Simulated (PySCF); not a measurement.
C2H6BNO, SMILES NB1CCO1. Geometry: PBE-D3(BJ)/def2-SVP. This is a generated structure with no PubChem entry under its InChIKey; it may be hypothetical. One conformer was computed; it need not be the lowest.

Computed equilibrium geometry at PBE-D3(BJ)/def2-SVP (PySCF confirms it by a frequency run) as bond lengths and angles, and its point group (one conformer of several):
point group Cs.
Atoms: N1 B2 C3 C4 O5 H6 H7 H8 H9 H10 H11. Bonded distances (Å): N1–B2 1.404, N1–H6 1.017, N1–H7 1.020, B2–C3 1.597, B2–O5 1.397, C3–C4 1.547, C3–H8 1.107, C3–H9 1.107, C4–O5 1.460, C4–H10 1.112, C4–H11 1.112. Angles (°): B2–N1–H6 123.0, B2–N1–H7 122.4, H6–N1–H7 114.6, N1–B2–C3 138.3, N1–B2–O5 126.2, C3–B2–O5 95.5, B2–C3–C4 79.7, B2–C3–H8 117.7, B2–C3–H9 117.7, C4–C3–H8 115.1, C4–C3–H9 115.1, H8–C3–H9 109.2, C3–C4–O5 95.1, C3–C4–H10 115.5, C3–C4–H11 115.5, O5–C4–H10 110.6, O5–C4–H11 110.6, H10–C4–H11 108.8, B2–O5–C4 89.6.
